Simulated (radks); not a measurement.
Si IV, 11 electrons, occupied as [Ne] 3s0.5 3p0.5 (fractional occupations, a model configuration). Calculated with a radial shooting solver on a logarithmic mesh with Libxc functionals: scalar-relativistic Kohn-Sham, PBE, spin-polarised, spherical densities, point nucleus; open shells are filled with parallel spins first.

Unscreened Slater integrals over Kohn-Sham orbitals (eV). They are taken over the spin-up orbitals.

| integral | value |
|---|---|
| F0(3p,3p) | 12.029 |
| F2(3p,3p) | 6.2052 |
| F0(3p,3s) | 12.615 |
| G1(3p,3s) | 8.4539 |
| F0(3p,2p) | 16.220 |
| F2(3p,2p) | 2.9281 |
| G0(3p,2p) | 1.2554 |
| G2(3p,2p) | 1.2322 |
| F0(3p,2s) | 16.055 |
| G1(3p,2s) | 0.98386 |
| F0(3s,3s) | 13.313 |
| F0(3s,2p) | 17.553 |
| G1(3s,2p) | 1.4062 |
| F0(3s,2s) | 17.431 |
| G0(3s,2s) | 1.1146 |
| F0(2p,2p) | 46.847 |
| F2(2p,2p) | 21.495 |
| F0(2p,2s) | 44.878 |
| G1(2p,2s) | 26.788 |
| F0(2s,2s) | 43.606 |

Derived for the open shells (J is the average intra-shell exchange parameter used in DFT+U). 3p: J = F2/5 = 1.241 eV.
